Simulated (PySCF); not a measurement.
CH₃AlCl, charge +1. Atoms are numbered in the order given.

```xyz
6

Al     0.0000     0.0000    -0.4109
C      0.0000     0.0000    -2.3218
H     -0.8933    -0.5158    -2.6800
H      0.8933    -0.5158    -2.6800
H      0.0000     1.0315    -2.6800
Cl     0.0000     0.0000     1.6066
```
Charge +1, spin multiplicity 1.

Geometry optimised at B3LYP-D3(BJ)/def2-TZVP. The spin state was assumed, not searched. The isomer is the one that the SMILES or the coordinates give; other isomers of the formula were not compared.

Level of theory: PySCF with HF/pcSseg-2.

GIAO shieldings, no solvent; atoms alike by connectivity are averaged. δ = σ(ref) − σ: ¹³C against TMS (σ = 193.3 ppm); ¹H against TMS (σ = 31.98 ppm); ³⁵Cl against HCl (σ = 947.2 ppm), references at their B3LYP-D3(BJ)/def2-TZVP geometries, non-relativistic (without spin–orbit terms, shifts of atoms bonded to Cl or Br come out too high).

```json
[
 {"atoms": "C2", "nucleus": "¹³C", "count": "1", "δ (ppm)": "-9.1"},
 {"atoms": "H3, H4, H5", "nucleus": "¹H", "count": "3", "δ (ppm)": "1.68"},
 {"atoms": "Cl6", "nucleus": "³⁵Cl", "count": "1", "δ (ppm)": "…"}
]
```

Question: Some entries are withheld; supply them. (Estimate from the structure and the level; the computed values follow.)

Answer: 
- Cl6, δ (ppm): 23.9
